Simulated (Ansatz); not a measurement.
Mulliken charges of CH$_{3}$ClO$_{2}$Si (`O[Si@@H]1O[C@@H]1Cl`) from PBE/def2-TZVPP in Ansatz (PBE0-D4/def2-TZVP geometry).

```
atom   x (Å)   y (Å)   z (Å)  charge (e)
  O1   0.016   1.153   1.486      -0.338
 Si2   0.649   0.014   0.525       0.501
  O3   0.756   0.257  -1.112      -0.295
  C4  -0.282  -0.719  -0.832      -0.007
 Cl5  -1.920  -0.120  -1.165      -0.143
  H6  -0.794   1.575   1.187       0.204
  H7   1.812  -0.559   1.213      -0.047
  H8  -0.144  -1.658  -1.358       0.124
```

**Question.** By hand: the dipole of these point charges (1 e Å = 4.8032 D).

**Answer.** Σ q r = (0.108, -0.294, 0.278) e Å, of length 0.419 e Å = 2.01 D.

**Question.** How does the dipole of the full density compare? (Best estimate.)

**Answer.** Computed: (0.062, -0.111, 0.273) e Å, 1.45 D; the point charges give 1.39 times that, at 24° from its direction.

Point charges leave out the atoms' own dipoles, such as those of lone pairs, and Mulliken's split depends on the basis, so the two needn't agree.
